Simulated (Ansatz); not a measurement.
KPbBr3, relaxed as a singlet with RKS B3LYP-D4/def2-SVP in Ansatz, starting from the GFN1-xTB geometry. Force threshold 0.02 eV/Å.

In the def2 sets Pb takes a core potential; there is no spin–orbit coupling. The structure comes from a short search, and lower isomers may exist.

Start:

```xyz
5

K    -0.910    0.027    1.651
Pb    0.799   -0.024   -1.448
Br   -0.823    1.990   -0.579
Br   -1.047   -1.861   -0.632
Br    1.981   -0.133    1.008
```

| step | energy (eV) | largest force component (eV/Å) | SCF passes |
| --- | --- | --- | --- |
| 1 | -231696.6756 | 0.884 | 13 |
| 2 | -231696.8829 | 0.276 | 17 |
| 3 | -231696.9044 | 0.085 | 19 |
| 4 | -231696.9055 | 0.027 | 19 |
| 5 | -231696.9057 | 0.001 | 13 |

Force components are those of the run's own axes.

End:

```xyz
5

K    -1.008    0.032    1.828
Pb    0.818   -0.026   -1.483
Br   -0.832    2.069   -0.645
Br   -1.066   -1.938   -0.704
Br    2.088   -0.137    1.004
```

By distances, no bond broke or formed. The bond that changes most is K1–Br4, from 2.97 to 3.21 Å (atoms count from 1).

No frequencies were taken in this run, so the end may be a saddle point.

Run time 33 s (4 threads of Intel Xeon Platinum 8259CL on a shared host).
